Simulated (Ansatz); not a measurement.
Ansatz results at the PBE0-D4/def2-TZVP geometry: LUMO energy (B3LYP/def2-TZVPP) -0.37 eV; HOMO energy (ωB97M-V/def2-TZVPP) -9.77 eV; HOMO–LUMO gap (B3LYP/def2-TZVPP) 6.76 eV.

Each molecule was computed in one conformer, which needn't be the lowest.

Task: Which molecule gave them?
A. `B1C=N1`
B. `[CH3][AlH][C](=N)O`
C. `[NH2][Al]1[CH2]C[O]1`
D. `NC1=C[SiH]1N`

Result: C. The others give `B1C=N1`: -1.34, -9.86, 5.96; `NC1=C[SiH]1N`: 0.66, -8.43, 6.71; `[CH3][AlH][C](=N)O`: -1.95, -9.59, 5.13.

B3LYP here is the variant with VWN-RPA as its local correlation; programs differ in this.
